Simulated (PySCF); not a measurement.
## Electronic absorption of CH10FNSi3

Species: CH₁₀FNSi₃.
Structure used (GFN2-xTB), in Å, numbered top down from 1:
```
atom  x, y, z in Å
C1    -2.426    0.464   -0.720
Si2   -1.437   -0.928    0.121
Si3    0.287   -0.114    1.407
F4    -0.235    1.118    2.328
N5     1.510    0.657    0.456
Si6    2.506    0.015   -0.804
H7    -2.821    1.160    0.016
H8    -3.266    0.075   -1.290
H9    -1.799    1.031   -1.403
H10   -0.964   -1.851   -0.924
H11   -2.380   -1.708    0.944
H12    0.887   -0.978    2.428
H13    1.853    1.515    0.862
H14    3.612   -0.789   -0.270
H15    1.635   -0.825   -1.625
H16    3.031    1.168   -1.537
```

Computed with PySCF, TDDFT CAM-B3LYP/def2-SVPD, vertical, gas phase, core orbitals frozen in the response.

| state | E (eV) | λ (nm) | ν̃ (cm⁻¹) | f | \|μ\| (D) | main configurations (H = HOMO, L = LUMO) |
| --- | --- | --- | --- | --- | --- | --- |
| S1 | 5.75 | 215.8 | 46350 | 0.0082 | 0.61 | H→L (89%) |
| S2 | 6.18 | 200.8 | 49810 | 0.0074 | 0.56 | H→L+1 (85%) |
| S3 | 7.04 | 176.1 | 56770 | 0.016 | 0.77 | H-1→L (63%), H→L+3 (11%) |
| S4 | 7.29 | 170.0 | 58840 | 0.031 | 1.05 | H→L+3 (26%), H-1→L (20%), H→L+4 (17%) |
| S5 | 7.57 | 163.8 | 61070 | 0.015 | 0.71 | H→L+2 (72%) |
| S6 | 7.71 | 160.8 | 62190 | 0.018 | 0.78 | H→L+5 (51%), H-1→L+1 (13%) |
| S7 | 7.76 | 159.7 | 62610 | 0.133 | 2.13 | H→L+3 (30%), H-1→L+1 (20%), H→L+4 (17%) |
| S8 | 7.90 | 156.9 | 63740 | 0.028 | 0.96 | H-2→L (65%), H-3→L (12%) |

Triplets (Tamm–Dancoff): T1 5.26 eV, H→L (82%); T2 5.79 eV, H→L+1 (80%); T3 6.42 eV, H-1→L (43%), H→L+3 (13%), H-1→L+1 (13%).

The lowest singlet lies at 5.75 eV (216 nm, ultraviolet) and is weak; its leading configuration is HOMO→LUMO (89%). The most intense listed level is S7 at 7.76 eV (160 nm, f = 0.133), 2.02 eV above S1. Löwdin shares by element: HOMO nitrogen 44%, silicon 23% or more, hydrogen 8% or more (atoms not listed hold the other 25%); LUMO silicon 57%, hydrogen 7% or more (atoms not listed hold the other 36%). The listed states span 2.16 eV, and the widest gap between neighbours is 0.86 eV (S2 to S3). Orbital energies (eV): HOMO-3 -10.93, HOMO-2 -10.68, HOMO-1 -10.10, HOMO -8.76, LUMO 0.33, LUMO+1 0.65, LUMO+2 1.35. The oscillator strengths of these states sum to 0.255; summed over the whole spectrum of an exact calculation they would give the number of electrons, 74 (Thomas–Reiche–Kuhn). The window holds the lowest 8 singlets.

One conformer stands for the species.
